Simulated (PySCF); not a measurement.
Species: C5H14N2Si.
Cartesian coordinates in Å at the GFN2-xTB level; atoms count from 1:
```xyz
22
C5H14N2Si angstrom
C     -2.1489    1.6543   -0.0394
C     -1.0320    1.0419   -0.4144
N     -0.6072   -0.2051   -0.0061
Si    -1.6201   -1.2386    0.9508
C      0.7384   -0.6007   -0.3910
C      0.9073   -0.6799   -1.9094
C      1.7941    0.3159    0.2457
N      1.7789    0.1441    1.6882
H     -2.8441    1.2185    0.6553
H     -2.3971    2.6235   -0.4319
H     -0.3699    1.5431   -1.1086
H     -2.8985   -1.4127    0.2565
H     -1.8406   -0.6712    2.2881
H     -0.9067   -2.5071    1.0590
H      0.9000   -1.5993    0.0222
H      0.0778   -1.2351   -2.3411
H      0.9373    0.3075   -2.3635
H      1.8356   -1.1919   -2.1490
H      2.7836    0.0197   -0.1149
H      1.6159    1.3575   -0.0713
H      0.8519    0.3536    2.0457
H      2.4339    0.7814    2.1281
```

Computed at PBE0/pcSseg-1 (PySCF, non-relativistic), with Q(14N) = 0.02044 b: N3, 14N (I = 1): χzz = -4.377 MHz, η = 0.390; N8, 14N (I = 1): χzz = -5.527 MHz, η = 0.126.

(1) Where would the pure quadrupole (NQR) lines of 14N at N3 fall for the rigid, isolated species?

(2) Find the zero-field quadrupole resonance frequencies of 14N at N8.

Answers

(1) From ν± = (3/4)|χ|(1 ± η/3) and ν0 = |χ|η/2: ν+ 3.710 MHz, ν− 2.856 MHz, ν0 0.854 MHz (silicon-bound nitrogen).

(2) From ν± = (3/4)|χ|(1 ± η/3) and ν0 = |χ|η/2: ν+ 4.319 MHz, ν− 3.971 MHz, ν0 0.348 MHz (primary amine nitrogen).

In a crystal, neighbours and librations shift these lines. GFN2-xTB bond lengths can be off by several hundredths of an ångström, more for odd bonds, and the gradients follow them. The small basis limits the accuracy of the gradients.

One conformer stands for the species.
